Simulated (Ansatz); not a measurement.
C7H23NSi3 (`C[SiH](C)N([SiH](C)C)[Si](C)(C)C`). Charge 0, multiplicity 1.

Z-matrix (Å, degrees):
```
C
Si 1 1.868
H 1 1.094 2 110.7
H 1 1.093 2 110.5 3 -119.7
H 1 1.093 2 111.3 3 120.1
N 2 1.745 1 111.7 3 176.9
C 2 1.870 1 110.9 3 -57.4
H 2 1.493 1 108.0 3 60.0
Si 6 1.736 2 116.5 1 68.7
Si 6 1.747 2 117.9 1 -117.6
H 7 1.093 2 110.5 1 177.8
H 7 1.093 2 111.8 1 -61.5
H 7 1.094 2 110.3 1 58.5
C 9 1.870 6 112.4 2 108.0
C 9 1.869 6 113.7 2 -125.4
H 9 1.495 6 105.5 2 -8.5
C 10 1.873 6 109.8 2 -64.1
C 10 1.874 6 111.1 2 176.0
C 10 1.872 6 110.2 2 57.2
H 14 1.093 9 110.4 6 -56.0
H 14 1.094 9 110.6 6 -175.5
H 14 1.093 9 112.1 6 64.3
H 15 1.093 9 110.8 6 47.9
H 15 1.091 9 112.6 6 -73.5
H 15 1.094 9 109.4 6 166.7
H 17 1.094 10 111.2 6 179.0
H 17 1.094 10 110.6 6 -61.1
H 17 1.093 10 111.3 6 58.8
H 18 1.092 10 111.9 6 -68.1
H 18 1.092 10 113.5 6 54.9
H 18 1.094 10 108.2 6 173.8
H 19 1.092 10 112.1 6 -61.6
H 19 1.094 10 110.4 6 178.2
H 19 1.093 10 110.6 6 59.0
```

Question: Give the diagnostics of a CCSD(T)/def2-TZVPP run (frozen core, Ansatz 0.2.0). (An estimate is asked.)

Answer: Computed: T1 = 0.0102, largest single amplitude 0.010, largest double 0.009, (T) share of the correlation energy 3.9 %, 8 CCSD cycles. The RHF solution is stable towards an unrestricted one. T1 lies under the customary mark of 0.02 for closed shells.
